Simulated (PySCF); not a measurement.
**SeN⁻: script and output**

The script input.py:

```python
from pyscf import gto, dft

mol = gto.M(
    atom='Se 0 0 0; N 0 0 1.87',
    basis='cc-pvdz-dk',
    charge=-1,
    spin=2,
    symmetry=True,
    verbose=4,
)
mf = dft.RKS(mol, xc='pbe')
mf = mf.sfx2c1e()
mf = mf.density_fit(auxbasis='def2-universal-jkfit')
mf.kernel()
mf.analyze()
print('orbital energies (hartree):', mf.mo_energy[..., max(0, mol.nelec[1]-3):mol.nelec[0]+3].round(4))
```

```bash
$ OMP_NUM_THREADS=1 python input.py
```

The log (some set-up lines and the per-cycle HOMO/LUMO lines with their warnings removed):

```
PySCF version 2.14.0

[INPUT] verbose = 4
[INPUT] num. atoms = 2
[INPUT] num. electrons = 42
[INPUT] charge = -1
[INPUT] spin (= nelec alpha-beta = 2S) = 2
[INPUT] symmetry True subgroup None
[INPUT] Mole.unit = angstrom
[INPUT] Symbol           X                Y                Z      unit          X                Y                Z       unit  Magmom
[INPUT]  1 Se     0.000000000000   0.000000000000   0.000000000000 AA    0.000000000000   0.000000000000   0.000000000000 Bohr   0.0
[INPUT]  2 N      0.000000000000   0.000000000000   1.870000000000 AA    0.000000000000   0.000000000000   3.533787852937 Bohr   0.0

nuclear repulsion = 67.3498268443636
point group symmetry = Coov
symmetry origin: [0.         0.         0.60332963]
symmetry axis x: [1. 0. 0.]
symmetry axis y: [0. 1. 0.]
symmetry axis z: [0. 0. 1.]
num. orbitals of irrep A1 = 17
num. orbitals of irrep E1x = 9
num. orbitals of irrep E1y = 9
num. orbitals of irrep E2x = 3
num. orbitals of irrep E2y = 3
number of shells = 11
number of NR pGTOs = 103
number of NR cGTOs = 41
basis = cc-pvdz-dk
ecp = {}

******** <class 'pyscf.df.df_jk.DFsfX2C1eSymAdaptedROKS'> ********
method = DFsfX2C1eSymAdaptedROKS
initial guess = minao
damping factor = 0
level_shift factor = 0
DIIS = <class 'pyscf.scf.diis.CDIIS'>
diis_start_cycle = 1
diis_space = 8
diis_damp = 0
SCF conv_tol = 1e-09
SCF conv_tol_grad = None
SCF max_cycles = 50
direct_scf = False
num. doubly occ = 20  num. singly occ = 2
XC library pyscf.dft.libxc version 7.0.0
    S. Lehtola, C. Steigemann, M. J.T. Oliveira, and M. A.L. Marques.,  SoftwareX 7, 1–5 (2018)
XC functionals = pbe
    J. P. Perdew, K. Burke, and M. Ernzerhof.,  Phys. Rev. Lett. 77, 3865 (1996)
    J. P. Perdew, K. Burke, and M. Ernzerhof.,  Phys. Rev. Lett. 78, 1396 (1997)
    J. P. Perdew, K. Burke, and M. Ernzerhof.,  Phys. Rev. Lett. 77, 3865 (1996)
    J. P. Perdew, K. Burke, and M. Ernzerhof.,  Phys. Rev. Lett. 78, 1396 (1997)
radial grids:
    Treutler-Ahlrichs [JCP 102, 346 (1995); DOI:10.1063/1.469408] (M4) radial grids

becke partition: Becke, JCP 88, 2547 (1988); DOI:10.1063/1.454033
pruning grids: <function nwchem_prune>
grids dens level: 3
symmetrized grids: True
atomic radii adjust function: <function treutler_atomic_radii_adjust>
small_rho_cutoff = 0

******** <class 'pyscf.x2c.sfx2c1e.SpinFreeX2CHelper'> ********
approx = 1e
xuncontract = 1
Freeze 0 electrons in irreps []
    42 free electrons in irreps A1 E1x E1y E2x E2y
Set gradient conv threshold to 3.16228e-05
tot grids = 34328
init E= -2484.02543890461
cycle= 1 E= -2484.07779153813  delta_E= -0.0524  |g|= 0.327  |ddm|= 1.17
cycle= 2 E= -2483.80218508268  delta_E= 0.276  |g|= 0.872  |ddm|= 0.925
cycle= 3 E= -2484.11335224055  delta_E= -0.311  |g|= 0.179  |ddm|= 0.755
cycle= 4 E= -2484.12513611333  delta_E= -0.0118  |g|= 0.052  |ddm|= 0.174
cycle= 5 E= -2484.12565526318  delta_E= -0.000519  |g|= 0.0288  |ddm|= 0.0279
cycle= 6 E= -2484.12594063794  delta_E= -0.000285  |g|= 0.0113  |ddm|= 0.0124
cycle= 7 E= -2484.12599084508  delta_E= -5.02e-05  |g|= 0.00093  |ddm|= 0.00717
cycle= 8 E= -2484.12599117053  delta_E= -3.25e-07  |g|= 5.15e-05  |ddm|= 0.000625
cycle= 9 E= -2484.12599117131  delta_E= -7.75e-10  |g|= 9.06e-06  |ddm|= 3.22e-05
Extra cycle  E= -2484.12599117083  delta_E= 4.76e-10  |g|= 3.58e-05  |ddm|= 3.07e-05
converged SCF energy = -2484.12599117083
**** SCF Summaries ****
Total Energy =                       -2484.125991170832094
Nuclear Repulsion Energy =              67.349826844363633
One-electron Energy =                -3599.346638080955017
Two-electron Energy =                 1047.870820065759290
Two-electron Coulomb Energy =         1143.171375859216141
DFT Exchange-Correlation Energy =      -95.300555793456908
Wave-function symmetry = Coov
single occ                     0    1    1    0    0
**** MO energy ****
                          Roothaan           | alpha              | beta
[11 lines left out]
MO #12  (E1x #3 ) energy= -1.64167419524905  | -1.64248376538098  | -1.64086462502323  occ= 2
MO #13  (E1y #3 ) energy= -1.64167419524905  | -1.6424837653637   | -1.64086462500596  occ= 2
MO #14  (E2x #1 ) energy= -1.63578566037647  | -1.63705888913643  | -1.63451243161652  occ= 2
MO #15  (E2y #1 ) energy= -1.63578566037647  | -1.63706075650599  | -1.63451426838911  occ= 2
MO #16  (A1  #8 ) energy= -0.443030843840442 | -0.463286950694989 | -0.422774736985896 occ= 2
MO #17  (A1  #9 ) energy= -0.266975221010188 | -0.287476573438287 | -0.246473868582097 occ= 2
MO #18  (A1  #10) energy= -0.0157205470312487 | -0.0280919458036885 | -0.00334914825880687 occ= 2
MO #19  (E1x #4 ) energy= 0.0105385958988773 | -0.00546843891578002 | 0.0265446550608117 occ= 2
MO #20  (E1y #4 ) energy= 0.0105385958988773 | -0.00546843891676677 | 0.026544655059825  occ= 2
MO #21  (E1x #5 ) energy= 0.12209844003849   | 0.0847536722290748 | 0.159444303639459  occ= 1
MO #22  (E1y #5 ) energy= 0.12209844003849   | 0.0847536722349819 | 0.159444303645366  occ= 1
MO #23  (A1  #11) energy= 0.243815857781188  | 0.23355361207233   | 0.254078103490037  occ= 0
MO #24  (A1  #12) energy= 0.571132900736037  | 0.565318404495617  | 0.576947396976443  occ= 0
MO #25  (A1  #13) energy= 0.643110772884561  | 0.638503235872429  | 0.647718309896728  occ= 0
[16 lines left out]
 ** Mulliken pop on meta-lowdin orthogonal AOs  **
 ** Mulliken pop  **
pop of  0 Se 1s           2.00000
pop of  0 Se 2s           2.00000
pop of  0 Se 3s           1.99995
pop of  0 Se 4s           1.90204
pop of  0 Se 5s           0.00668
pop of  0 Se 2px          2.00000
pop of  0 Se 2py          2.00000
pop of  0 Se 2pz          2.00000
pop of  0 Se 3px          1.99996
pop of  0 Se 3py          1.99996
pop of  0 Se 3pz          1.99994
pop of  0 Se 4px          1.75158
[29 lines left out]
 ** Mulliken atomic charges  **
charge of    0Se =     -0.46759
charge of    1N =     -0.53241
Dipole moment(X, Y, Z, Debye): -0.00000, -0.00000, -3.93078
orbital energies (hartree): [-0.0157  0.0105  0.0105  0.1221  0.1221  0.2438  0.5711  0.6431]
```

In short: E(SCF) = -2484.125991 Eh, 9 cycles.

Hardware: Intel Xeon 6975P-C, 1 thread, shared host. Wall time 2.1 s.

The basis has no diffuse functions, which an anion needs. The bond length is a typed value, not an optimised one. The dipole of an ion depends on the origin. No search for the lowest solution was made.
